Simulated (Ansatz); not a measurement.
Reaction (redistribution): `OC[SiH2]O` + `NC([SiH3])[SeH]` → `NC([SiH3])[SiH2]O` + `OC[SeH]`

Program: Ansatz. Geometries: PBE0-D4/def2-TZVP. ΔE: electronic, gas phase. CBS: MP2 limit from def2 TZ/QZ plus the TZ coupled-cluster correction, frozen cores. DFT in def2-TZVPP. B3LYP here is the variant with VWN-RPA as its local correlation; programs differ in this. For Se outer-core shells are correlated without core-valence functions, which leaves a few kJ/mol of doubt a bond. Scalar relativity is left out up to krypton. Each species was taken in one conformer, which may not be the lowest.

| species | B3LYP energy (Eh) |
| --- | --- |
| `OC[SiH2]O` | -481.80915 |
| `NC([SiH3])[SeH]` | -2788.20505 |
| `NC([SiH3])[SiH2]O` | -752.65728 |
| `OC[SeH]` | -2517.36515 |

Question: Work out ΔE.

Answer: ΔE = (-752.65728) + (-2517.36515) − (-481.80915) − (-2788.20505) = -0.00823 Eh = -5.2 kcal/mol. CCSD(T)/CBS gives -4.9 kcal/mol.

Largest T1 diagnostic among the species: 0.011.
